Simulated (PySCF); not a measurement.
## How methods differ on the interval between two levels of Hg²⁺

Hg²⁺ [Xe] 4f14 5d10 → Hg²⁺ [Xe] 4f14 5d9 6s1 [3D3, M_J = 3], as a difference of total energies. Computed with PySCF 2.14 in x2c-TZVPall-2c, with the two-component X2C-1e Hamiltonian. Correlated levels: [Kr] 4d10 4f14 frozen; the 34 highest virtual spinors dropped. "Screened" scales the spin-orbit matrix elements by Boettger's factors to mimic the two-electron term; Breit and QED terms are absent.

```tsv
method	interval between two levels (cm⁻¹)
GHF (screened spin-orbit)	44057
GMP2 (screened spin-orbit)	43787
```

The labels give the starting determinants; with spin-orbit coupling the two ends relaxed to ⟨J²⟩ = 0.00, ⟨L²⟩ = 0.18, ⟨S²⟩ = 0.18 and ⟨J²⟩ = 12.00, ⟨L²⟩ = 6.18, ⟨S²⟩ = 2.18.
